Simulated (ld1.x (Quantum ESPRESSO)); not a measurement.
**u(r) = r·R(r): atom against pseudo-atom (barium)**

Columns: radius, all-electron u(r) and pseudo u(r) of the 5p shell (level -21.43 eV) of barium in the configuration [Kr] 4d10 5s2 5p6 5d0 6s1.5 6p0; PBEsol, scalar-relativistic, TM scheme, ld1.x (Quantum ESPRESSO) 7.5.

```tsv
r (bohr)	all-electron	pseudo
0.205	-0.2809	-0.0279
0.410	0.2343	-0.1081
0.615	0.4056	-0.2297
0.820	0.0774	-0.3764
1.025	-0.3273	-0.5277
1.230	-0.6232	-0.6612
1.435	-0.7844	-0.7573
1.640	-0.8369	-0.8029
1.845	-0.8166	-0.7962
2.050	-0.7535	-0.7459
2.255	-0.6699	-0.6684
2.460	-0.5801	-0.5800
2.665	-0.4929	-0.4929
2.870	-0.4129	-0.4129
3.075	-0.3423	-0.3423
3.280	-0.2816	-0.2816
3.485	-0.2303	-0.2303
3.690	-0.1875	-0.1875
3.895	-0.1521	-0.1521
4.100	-0.1230	-0.1230
4.305	-0.0992	-0.0992
4.510	-0.0798	-0.0798
4.715	-0.0640	-0.0640
4.920	-0.0513	-0.0513
5.125	-0.0409	-0.0409
5.330	-0.0326	-0.0326
```

Q: How many radial nodes do the two functions have?

A: The all-electron 5p function has n − l − 1 = 3 (the table is too coarse to show those close to the nucleus); the pseudo-wave has 0, since the states of the same l below it are removed with the core.

Q: At about which radius was the pseudo-wave matched?

A: 2.70 bohr. The columns agree to 0.0005 from 2.46 bohr on; several derivatives are matched, so the curves merge somewhat inside the radius.

Q: Where does each function peak?

A: Outermost all-electron maximum near 1.64 bohr, pseudo maximum near 1.64 bohr (to the table’s step).

Q: Is the pseudo-wave norm-conserving?

A: Yes: the TM scheme keeps the norm inside the radius equal to the all-electron one, which fixes the energy derivative of the logarithmic derivative at the level.
